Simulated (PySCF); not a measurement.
**Ionising ZnPb**

ROHF; basis Zn def2-SVP, Pb def2-SVP with ECP60; scalar-relativistic core potentials; PySCF 2.14. Neutral (ROHF): triplet (π ↑↑), Re = 3.141 Å, ωe = 58.9 cm⁻¹, De = 0.11 eV, HOMO -6.50 eV, LUMO -0.26 eV.

ZnPb⁺ (ROHF): doublet (π ↑), Re = 3.032 Å, ωe = 106 cm⁻¹. The energies at the minima are -1969.39534 hartree for ZnPb and -1969.18022 for ZnPb⁺.

**Question.** Work out the adiabatic ionisation energy, without and with harmonic zero-point energies (1 hartree = 27.2114 eV, 1 eV = 8065.5 cm⁻¹), and the change of the bond length.

**Answer.** At ROHF: 0.21512 hartree = 5.854 eV between the minima; the zero-point term (106.0 − 58.9)/2 cm⁻¹ = +0.003 eV makes it 5.857 eV. Re changes by -10.9 pm against the neutral. The electron leaves a π orbital, and the shorter bond of the ion fits an antibonding orbital, or a change in how ionic the bond is.

These are scalar-relativistic numbers at best; spin–orbit coupling would shift them, the dissociation energy most. Hartree–Fock leaves out correlation, which carries a large part of most bond energies and some tenths to 1 eV of ionisation energies. States were picked by a PBE0 search and need not be the measured ground states.
